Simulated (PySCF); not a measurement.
Labels have come off several samples. The candidates:

A. `C(=C)(CC1=CC1)OC`
B. `C/C=C\CCCl`
C. `CO[C@H]1CN([SiH3])N=C1C`

Spectrum 1. ¹H NMR (300 MHz, computed): δ 6.58 (t, 1H), 4.11 (m, 1H), 3.94 (m, 1H), 3.74 (s, 3H), 3.29 (s, 2H), 1.03 (m, 2H). ¹³C{¹H} NMR (computed): δ 171.1 (C), 130.4 (C), 106.6 (CH), 84.5 (CH2), 56.2 (CH3), 40.1 (CH2), 10.4 (CH2).

Spectrum 2. ¹H NMR (300 MHz, computed): δ 4.85 (s, 3H), 4.61 (m, 1H), 3.55 (m, 1H), 3.46 (s, 3H), 3.31 (m, 1H), 2.09 (s, 3H). ¹³C{¹H} NMR (computed): δ 147.5 (C), 92.2 (CH), 59.2 (CH3), 55.7 (CH2), 15.1 (CH3).

Spectrum 3. ¹H NMR (300 MHz, computed): δ 5.90 (m, 1H), 5.61 (m, 1H), 3.32 (t, 2H), 2.53 (m, 2H), 1.84 (d, 3H). ¹³C{¹H} NMR (computed): δ 136.7 (CH), 132.0 (CH), 48.8 (CH2), 36.1 (CH2), 15.8 (CH3).

[PySCF: shieldings: GIAO PBE0/pcSseg-1; geometry from GFN2-xTB; equivalent nuclei averaged; one computed conformer; no solvent; no relativistic terms]

Chemical shifts δ = σref − σ; TMS for ¹H (σ = 31.72 ppm) and ¹³C (σ = 186.93 ppm), all at this level. Where no couplings were computed, multiplicities follow the n + 1 count of equivalent neighbours, and m marks all less simple cases (inequivalent or close neighbours, rings, F or P nearby). Shifts are as computed. Against solution values, carbons near 30 ppm lie about +3 ppm off and those near 130 ppm about +5 ppm; carbons on Cl a further +6 ppm. Of 1211 compounds with measured shifts, 218 miss one by over three times the rms of a fit or turn the order of signals round; such compounds aren't used in these exercises. Carbons bonded to Cl come out too deshielded.

Match each spectrum to its structure.

Results:

1–A, 2–C, 3–B.

- Spectrum 1 (A): 7 ¹³C signals; δC 171.1 is an alkene carbon bearing oxygen; δC 130.4 is a fully substituted alkene carbon.
- Spectrum 2 (C): 5 ¹³C signals; δC 92.2 is an sp3 CH bonded to O; δC 59.2 is a methyl carbon bonded to O.
- Spectrum 3 (B): 5 ¹³C signals; δC 136.7 is an alkene CH; δC 132.0 is an alkene CH.
